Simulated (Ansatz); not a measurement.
## Interaction energy ladder

The pair of F⁻ (SMILES [F-], atom 1) and Cl2 (SMILES ClCl, atoms 2–3), both closed shells, in one local arrangement (a lower one may exist), relaxed at PBE0-D4/def2-TZVPD:

```tsv
atom	x (Å)	y (Å)	z (Å)
F1	-0.5301	0.3972	-1.8887
Cl2	-0.0372	0.0278	-0.1314
Cl3	0.5674	-0.4251	2.0201
```

Computed with Ansatz 0.2.0 (basis: def2-TZVPPD, with def2-QZVPPD for the basis limit); correlated methods freeze the cores. B3LYP uses VWN-RPA correlation. Extrapolation: Hartree–Fock as exp(−7.88 √X), correlation as X^−2.97. Interaction energies count from these two fragments, frozen as in the pair, with the counterpoise correction; negative means bound.

What is the interaction energy by CCSD(T) at an estimated basis limit (MP2 extrapolated from triple and quadruple zeta, plus CCSD(T) − MP2 in triple zeta)? (To be estimated.)

By the calculation: -210.7 kJ/mol. Hartree–Fock alone gives -192.9 kJ/mol at the basis limit. It counts from the two fragments frozen as in the pair.

The same quantity by other methods in triple zeta, and each one's difference from that estimate:
```csv
method,E_int (kJ/mol),difference
PBE-D4,-245.7,-35.0
revPBE-D4,-232.2,-21.5
BLYP-D4,-221.1,-10.4
r2SCAN-D4,-257.9,-47.2
B97M-V,-247.0,-36.3
PBE0-D4,-244.5,-33.8
B3LYP-D4,-225.5,-14.8
HSE06-D4,-245.6,-34.9
wB97X-V,-224.3,-13.6
wB97M-V,-221.8,-11.1
B2PLYP,-219.2,-8.5
HF,-191.9,18.8
MP2,-209.1,1.6
CCSD,-189.3,21.4
CCSD(T),-194.9,15.8
```
Differences are method less estimate.

Which atoms make the shortest contact between the fragments?

F1 and Cl2, 1.86 Å apart.

Energy to bend the free fragments (PBE0-D4 minima) into their shapes in the pair, CCSD(T)/def2-TZVPPD: Cl2 44.3 kJ/mol. This must be added to the interaction energy to get the binding energy from relaxed fragments.

Basis-set superposition shift (counterpoise-corrected less uncorrected): CCSD(T) 7.1; MP2 7.0; HF 1.0; PBE0-D4 0.9; wB97M-V 0.8 kJ/mol.

The T1 diagnostic stays at or below 0.023. The restricted Hartree–Fock reference is unstable towards an unrestricted one at one or more of these structures.

For scale, one of the runs: CCSD(T)/def2-TZVPPD, 142 basis functions, launched by `ansatz run in.yaml --threads 2 --pin off --events-out ev --progress --plain --max-ram 5222MiB`. Hardware: 2 CPU threads of an Arm Neoverse V2, shared host. Wall time 6 s; peak host memory 0.61 GiB.
